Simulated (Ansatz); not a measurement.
`CB[SiH2]CC`. The species carries charge 0 and has multiplicity 1. The geometry is a stationary point of PBE0-D4/def2-TZVP. It is one conformer, not always the lowest.

```xyz
16

C    -2.201   -0.266    0.526
B    -0.962   -0.563    1.415
Si    0.895    0.157    1.081
C     1.169    0.837   -0.655
C     1.088   -0.240   -1.734
H    -2.915   -1.093    0.478
H    -2.734    0.531    1.074
H    -2.006    0.116   -0.477
H    -1.142   -1.193    2.423
H     1.129    1.238    2.092
H     1.915   -0.903    1.353
H     2.143    1.336   -0.690
H     0.423    1.618   -0.840
H     1.234    0.175   -2.735
H     1.849   -1.010   -1.583
H     0.116   -0.742   -1.729
```

Problem. What is the dipole moment at ωB97M-V/def2-TZVPP? (An estimate is asked.)

Solution. Computed: 1.30 D, with components (-0.88, 0.27, -0.92) D in this frame, pointing from negative to positive charge.

Problem. And with PBE, r2SCAN, B3LYP? (Best estimate.)

Solution. Computed: PBE 1.35 D, r2SCAN 1.34 D, B3LYP 1.28 D.

Problem. Give the Mulliken charges with ωB97M-V, B3LYP, PBE in def2-TZVPP. (Best estimate.)

Solution. The calculation gave: 
```
atom  ωB97M-V  B3LYP    PBE
  C1    -0.33  -0.28  -0.30
  B2    -0.04   0.04   0.05
 Si3     0.12   0.17   0.11
  C4    -0.33  -0.22  -0.20
  C5    -0.32  -0.27  -0.26
  H6     0.12   0.11   0.11
  H7     0.11   0.09   0.11
  H8     0.11   0.10   0.10
  H9     0.09   0.03   0.02
 H10    -0.04  -0.09  -0.07
 H11    -0.04  -0.09  -0.07
 H12     0.11   0.08   0.08
 H13     0.11   0.07   0.08
 H14     0.11   0.09   0.08
 H15     0.11   0.09   0.09
 H16     0.09   0.08   0.08
```

B3LYP here is the variant with VWN-RPA as its local correlation; programs differ in this.
